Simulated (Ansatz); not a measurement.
Input file for Ansatz (a program for electronic structure): U-r2SCAN/def2-TZVPP on O2 (SMILES O=O).

Ansatz 0.2 input:
```yaml
crystal:
  periodic: [false, false, false]
  atoms:
    - {symbol: O, position_ang: [0.47249314, -0.21768327, -0.30318393]}
    - {symbol: O, position_ang: [-0.47249314, 0.21768327, 0.30318393]}
basis:
  gaussian:
    orbitals: def2-TZVPP
hamiltonian:
  xc: {name: r2SCAN}
magnetization: {spin_polarized: true, initial_magnetization: 2}
```

Program output:

```
WARN ansatz: RAYON_NUM_THREADS=4 ignored (pool sized by the plan → 4); use --threads N
Functional definition: r2SCAN
integrals: 0.01 GiB planned
302 factors; their error is unknown
mean field: 0.15 GiB planned
mean field evaluation 1: about -4089.9966 eV, gradient 1.4e1 eV
mean field evaluation 2: about -4090.2709 eV, gradient 9.4e0 eV
mean field evaluation 4: about -4090.5286 eV, gradient 4.3e-1 eV
mean field evaluation 8: about -4090.5280 eV, gradient 1.6e-3 eV
mean field -4090.52797966 eV, -150.3241305930 hartree, gradient 3.6e-5 eV, S^2 2.009827; 0 other end points of the search recorded, 0 dependent functions left out
reference -4090.52798319 eV, -150.3241307228 hartree; 9, 7 occupied and 53, 55 virtual orbitals, 302 factors
Total energy: -4090.52798319 eV, -150.3241307228 hartree
```

Self-consistency was reached.

Cost: roughly 1.3 core-seconds.
